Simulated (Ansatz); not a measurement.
`[NH2][Ge][N]([SiH3])[SiH3]` and `[AlH2][N]([SiH3])[SiH3]` differ in one atom or group.

Ansatz, PBE0-D4/def2-TZVP geometries, multiplicity 1. Each molecule was computed in one conformer, which needn't be the lowest.

Scalar relativity is left out up to krypton.

| property | `[NH2][Ge][N]([SiH3])[SiH3]` |
| --- | --- |
| HOMO energy (B3LYP/def2-TZVPP) / eV | -6.99 |
| LUMO energy (PBE0/def2-TZVPP) / eV | -1.33 |
| HOMO energy (ωB97M-V/def2-TZVPP) / eV | -9.35 |
| size of the dipole moment (B3LYP/def2-TZVPP) / D | 1.57 |
| HOMO energy (PBE/def2-TZVPP) / eV | -6.06 |
| HOMO–LUMO gap (ωB97M-V/def2-TZVPP) / eV | 9.91 |

(1) What does the change do to each property? (Best estimate.)

Answers

(1) Computed: 
```json
{"property": "HOMO energy (B3LYP/def2-TZVPP) / eV", "`[AlH2][N]([SiH3])[SiH3]`": "-7.71", "shift": "-0.72"}
{"property": "LUMO energy (PBE0/def2-TZVPP) / eV", "`[AlH2][N]([SiH3])[SiH3]`": "-1.21", "shift": "0.12"}
{"property": "HOMO energy (ωB97M-V/def2-TZVPP) / eV", "`[AlH2][N]([SiH3])[SiH3]`": "-10.19", "shift": "-0.84"}
{"property": "size of the dipole moment (B3LYP/def2-TZVPP) / D", "`[AlH2][N]([SiH3])[SiH3]`": "0.29", "shift": "-1.28"}
{"property": "HOMO energy (PBE/def2-TZVPP) / eV", "`[AlH2][N]([SiH3])[SiH3]`": "-6.70", "shift": "-0.64"}
{"property": "HOMO–LUMO gap (ωB97M-V/def2-TZVPP) / eV", "`[AlH2][N]([SiH3])[SiH3]`": "10.55", "shift": "0.64"}
```

With PBE0 the HOMO falls by 0.77 eV and the LUMO rises by 0.12 eV, so the gap widens by about 0.89 eV. PBE moves the HOMO by -0.64 eV and ωB97M-V by -0.84 eV. Dipoles are sizes alone; their direction can turn.

Positive LUMOs are unbound, so they and the gaps depend on the basis.

B3LYP here is the variant with VWN-RPA as its local correlation; programs differ in this.
